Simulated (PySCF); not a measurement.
Computed vibrations of [ReH6]+

[ReH6]+ (singlet). PySCF 2.14.0, RKS BP86, Re def2-SVP with ECP60, H def2-SVP; non-relativistic Hamiltonian with scalar-relativistic core potentials where named; density fitting; no spin-orbit coupling. Central differences of gradients.

```xyz
7

Re   -0.0153    0.0154   -0.0155
H     0.3054   -0.3070    1.5280
H     0.8778   -0.8801   -1.0363
H     1.5243   -0.3127    0.3177
H     0.8740    1.0436    0.8753
H    -1.0467   -0.8711    0.8745
H     0.3078   -1.5254    0.3172
```

Run from Python with OMP_NUM_THREADS=2. Where DIIS fails, smearing, a level shift and second-order steps follow.
It took 15 s on 2 threads of Intel(R) Xeon(R) 6975P-C (Granite Rapids), with other jobs on the host.

Task: What are the harmonic wavenumbers and infrared intensities?

Result: Modes are labelled in C3v; negative numbers are unstable modes, those under 60 cm⁻¹ near the noise; a finer grid moves soft modes by up to 10 cm⁻¹.
```tsv
cm⁻¹	km/mol	symmetry
735	0.4	a1
737	0.0	a2
784	0.0	e
784	0.0	e
1065	24.8	e
1065	24.8	e
1153	65.3	a1
1157	91.0	e
1157	91.0	e
2192	10.2	a1
2202	1.2	e
2202	1.2	e
2258	31.3	a1
2267	8.9	e
2267	8.9	e
```

Task: Is this a minimum?

Result: Yes. Ideal gas at 298.15 K and 1 bar: S = 248.5 J/(mol K), Cp = 51.0 J/(mol K), H − H(0 K) = 11.2 kJ/mol (rigid rotor, harmonic modes, spin degeneracy alone).
